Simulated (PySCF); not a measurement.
CH7ClN2Si2, SMILES Cl[Si@@]1([SiH2]CN1)N. Geometry: PBE-D3(BJ)/def2-SVP. The structure was generated by enumeration; whether it is a known compound was not checked. The values are those of a single conformer.

Computed with PBE-D3(BJ)/def2-SVP in PySCF.

Harmonic wavenumbers (cm⁻¹): 95, 103, 188, 209, 228, 331, 344, 384, 411, 442, 506, 524, 563, 637, 690, 771, 810, 828, 885, 910, 1023, 1107, 1138, 1281, 1428, 1471, 2146, 2164, 2936, 2985, 3481, 3498, 3605. Rotational constants (GHz): 2.616, 1.310, 1.170; symmetry number 1.

Problem. Work out the zero-point energy and the ideal-gas rigid-rotor harmonic-oscillator thermochemistry at 298.15 K and 1 atm.

Solution. ZPE = ½ Σ hcν = ½ × 38121 cm⁻¹ = 54.50 kcal/mol. H − E(el) = 60.68 kcal/mol. Entropy in cal/(mol K): translation 40.69, rotation 28.77, vibration 22.00, total 91.47. G − E(el) = 33.41 kcal/mol. Cp = 34.38 cal/(mol K). Modes under 150 cm⁻¹ make the vibrational entropy uncertain.
